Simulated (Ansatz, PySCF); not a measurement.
Gas-phase reaction in SMILES: C[SiH2][SiH2]N(C)C + 2 N (NH3) + 2 [SiH4] (SiH4) -> 2 CN (CH5N) [methanamine] + C[SiH3] + N[SiH3] + [SiH3][SiH3]
Each molecule is optimised on its own at B3LYP-D3(BJ)/def2-TZVP (Ansatz, a quantum-chemistry and plane-wave program), one conformer each, not searched for the lowest. Frequencies are from Ansatz or PySCF.

Wanted: bond separation energy (0 K, with B3LYP-D3(BJ) harmonic zero-point energies), in eV. Correlated levels leave the core frozen unless marked. Spin-orbit coupling is left out. Non-relativistic. CBS(X,Y): correlation extrapolated as X^-3; Hartree-Fock from the larger set. [CCSD(T)-MP2]/basis is that difference in the basis named.

| level | program | bond separation energy (eV) |
|---|---|---|
| HF/aug-cc-pV(D+d)Z | Ansatz | -0.02 |
| r2SCAN/def2-TZVPD | Ansatz | 0.20 |
| B97M-V/def2-TZVPD | Ansatz | 0.24 |
| B3LYP-D3(BJ)/def2-TZVPD | Ansatz + dftd3 | 0.27 |

### Question
What does RI-MP2/CBS(cc-pV(T+d)Z,cc-pV(Q+d)Z)+[CCSD(T)-MP2]/cc-pV(T+d)Z (Ansatz) give?

### Answer
0.26 eV, so B3LYP-D3(BJ)/def2-TZVPD differs from it by 0.01 eV.
